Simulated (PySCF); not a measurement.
C₅H₁₄O₂Si₂, SMILES COC(=O)[SiH2][Si](C)(C)C (GFN2-xTB optimised geometry):

```
23

C      1.406     1.612     0.009
O      0.754     0.347     0.000
C     -0.587     0.347     0.000
O     -1.246     1.360     0.000
Si    -1.259    -1.437    -0.121
Si    -1.652    -1.851    -2.389
C     -0.969    -0.417    -3.457
C     -3.524    -2.028    -2.737
C     -0.799    -3.471    -2.945
H      1.300     2.081     0.990
H      2.454     1.424    -0.211
H      0.962     2.267    -0.744
H     -2.454    -1.459     0.731
H     -0.241    -2.267     0.532
H     -1.396     0.532    -3.144
H      0.110    -0.336    -3.361
H     -1.195    -0.545    -4.513
H     -4.065    -1.130    -2.450
H     -3.722    -2.206    -3.791
H     -3.950    -2.857    -2.181
H     -1.178    -4.323    -2.390
H      0.275    -3.431    -2.787
H     -0.966    -3.668    -4.000
```

Computed with B3LYP/def2-SVP (PySCF).

**Question.** What are the frontier orbital energies and the dipole moment?

**Answer.** HOMO-2 -8.30 eV, HOMO-1 -7.85 eV, HOMO -6.98 eV, LUMO -0.44 eV, LUMO+1 0.27 eV; dipole moment 1.98 D.

Meta-Löwdin charges at B3LYP/def2-SVP: C1 -0.08, O2 -0.34, C3 0.30, O4 -0.44, Si5 0.32, Si6 0.69, C7 -0.53, C8 -0.53, C9 -0.53, H10 0.11, H11 0.11, H12 0.11, H13 -0.09, H14 -0.09, H15 0.11, H16 0.11, H17 0.11, H18 0.11, H19 0.11, H20 0.11, H21 0.11, H22 0.11, H23 0.11.
